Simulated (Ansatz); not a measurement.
Consider the cleavage of the Si–Si bond: `C[Si](N)(N)[SiH3]` + `CCS` → `CCS[SiH3]` + `C[SiH](N)N`.

Isolated molecules relaxed with PBE0-D4/def2-TZVP in Ansatz; ΔE leaves out vibrations. CCSD(T)/CBS adds triple-zeta CCSD(T) − MP2 to the extrapolated MP2 energy (def2 sets, frozen cores). This one scheme is used for every species. Functionals use def2-TZVPP. B3LYP here is the variant with VWN-RPA as its local correlation; programs differ in this. One conformer a species, not always the lowest.

`C[Si](N)(N)[SiH3]`:

Cartesian coordinates in Å:
```
C -1.560 -0.060 -0.981
Si 0.152 0.150 -0.254
N 1.214 -0.652 -1.347
N 0.744 1.756 -0.116
Si 0.162 -0.688 1.949
H -1.849 -1.114 -1.030
H -1.602 0.353 -1.993
H -2.304 0.459 -0.372
H 2.200 -0.697 -1.148
H 0.903 -1.473 -1.840
H 0.538 2.323 0.690
H 0.908 2.316 -0.937
H -0.511 -2.018 2.013
H -0.548 0.211 2.909
H 1.553 -0.866 2.457
```

`CCS`:

Cartesian coordinates in Å:
```
C 0.445 0.712 -0.472
C -0.517 -0.005 0.451
S 0.057 -1.636 0.997
H 1.424 0.824 -0.005
H 0.064 1.706 -0.725
H 0.580 0.158 -1.405
H -0.651 0.552 1.381
H -1.505 -0.109 -0.002
H 0.103 -2.203 -0.220
```

`CCS[SiH3]`:

Z-matrix (Å, degrees):
```
C
C 1 1.515
H 1 1.092 2 111.1
H 1 1.093 2 110.1 3 -119.8
H 1 1.092 2 111.1 3 120.3
S 2 1.827 1 109.6 3 -60.3
H 2 1.092 1 110.7 3 179.8
H 2 1.092 1 110.7 3 59.6
Si 6 2.123 2 99.3 1 179.9
H 9 1.483 6 106.5 2 179.8
H 9 1.488 6 111.2 2 59.9
H 9 1.488 6 111.2 2 -60.3
```

`C[SiH](N)N`:

```xyz
12

C    -0.535    0.485   -1.405
Si    0.446    0.024    0.116
N     0.477   -1.631    0.560
N    -0.283    0.871    1.418
H    -1.588    0.212   -1.293
H    -0.142   -0.031   -2.284
H    -0.483    1.560   -1.603
H     1.885    0.332   -0.153
H    -0.363   -2.132    0.798
H     1.199   -2.243    0.219
H    -0.693    1.779    1.275
H     0.079    0.773    2.353
```

Q: Is it downhill or uphill in electronic energy at CCSD(T)/CBS, and by how much? (Best estimate.)

A: Computed: Downhill: ΔE = -0.65 eV.

Q: What do these levels give: PBE-D4, PBE0-D4, B3LYP-D4, ωB97X-V, B2PLYP, PBE, HF/def2-TZVPP, MP2/def2-TZVPP, CCSD/def2-TZVPP, CCSD(T)/def2-TZVPP, MP2/def2-QZVPP, HF/CBS(def2)? (Estimate.)

A: Computed: PBE-D4 -0.50, PBE0-D4 -0.55, B3LYP-D4 -0.60, ωB97X-V -0.62, B2PLYP -0.67, PBE -0.52, HF/def2-TZVPP -0.76, MP2/def2-TZVPP -0.72, CCSD/def2-TZVPP -0.63, CCSD(T)/def2-TZVPP -0.62, MP2/def2-QZVPP -0.74, HF/CBS(def2) -0.76 eV.

Largest T1 diagnostic among the species: 0.011.

From PBE to PBE0 (25 % exact exchange), in def2-TZVPP and without D4, ΔE moves by −0.05 eV. In def2-TZVPP, CCSD(T) changes the Hartree–Fock value by +0.14 eV (the triples alone add +0.01 eV) and MP2 by +0.03 eV.
